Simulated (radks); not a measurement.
Problem. Isoelectronic series with 59 electrons, each ion in its NIST ground configuration. All-electron calculation, scalar-relativistic Kohn-Sham, PBE, spin-polarised, spherical densities, finite nucleus; open shells are filled with parallel spins first (spin-orbit coupling, left out, can overturn this in heavy ions); Fermi nuclear charge, rms radius of each element as measured or else 0.836 A^(1/3) + 0.57 fm. Program: a radial shooting solver on a logarithmic mesh with Libxc functionals. Total energies (hartree) and mean radii <r> (bohr) (* marks an orbital that is empty in some or all of the ions):

ion,configuration,E (hartree),4f down*,4f up,6s up*,5p down*
Pr,[Xe] 4f3 6s2,-9236.9123,1.342,1.180,4.467,1.781
Nd+,[Xe] 4f4 6s1,-9623.3522,1.151,1.090,3.972,1.738
Pm2+,[Xe] 4f5,-10019.5089,1.087,1.018,3.590,1.699
Sm3+,[Xe] 4f5,-10425.1997,0.9277,0.8955,3.167,1.599
Eu4+,[Xe] 4f5,-10840.3858,0.8360,0.8158,2.867,1.508
Tb6+,[Kr] 4d10 4f8 5s2 5p3,-11698.7786,0.7825,0.7805,2.501,1.417
Dy7+,[Kr] 4d10 4f9 5s2 5p2,-12142.7089,0.7524,0.7501,2.363,1.362
Ho8+,[Kr] 4d10 4f10 5s2 5p1,-12596.7896,0.7257,0.7224,2.244,1.313
Er9+,[Kr] 4d10 4f10 5s2 5p1,-13061.4029,0.6838,0.6811,2.121,1.257
Tm10+,[Kr] 4d10 4f11 5s2,-13535.8844,0.6635,0.6594,2.028,1.217
Yb11+,[Kr] 4d10 4f11 5s2,-14020.7156,0.6304,0.6270,1.930,1.169
Lu12+,[Kr] 4d10 4f11 5s2,-14515.6772,0.6014,0.5984,1.842,1.125

Estimate the row of Gd5+ ([Kr] 4d10 4f6 5s2 5p5).

Solution. E (hartree) -11264.8408; 4f down* 0.7981; 4f up 0.7828; 6s up* 2.653; 5p down* 1.452.
